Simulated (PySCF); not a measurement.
**Correlation energy of Cu⁺ (copper, charge +1)**

[Ar] 3d10, closed-shell 1S. Calculation: PySCF 2.14, in x2c-QZVPPall; scalar relativity by spin-free X2C-1e. Frozen: [Ne]; 18 electrons correlated.

MP2 pair energies summed by pair of shells (mhartree):

```csv
pair,energy,share (%)
3d-3d,-496.95,57.1
3p-3d,-231.47,26.6
3s-3d,-61.99,7.1
3p-3p,-49.73,5.7
3s-3p,-26.10,3.0
3s-3s,-4.54,0.5
```

Total MP2 correlation energy: -870.77 mhartree.

Same-spin part -294.01 and opposite-spin part -576.76 mhartree; SCS-MP2 scales them by 1/3 and 6/5 to -790.12 mhartree.

This basis was not built for core-valence correlation, so the inner-shell part is incomplete.
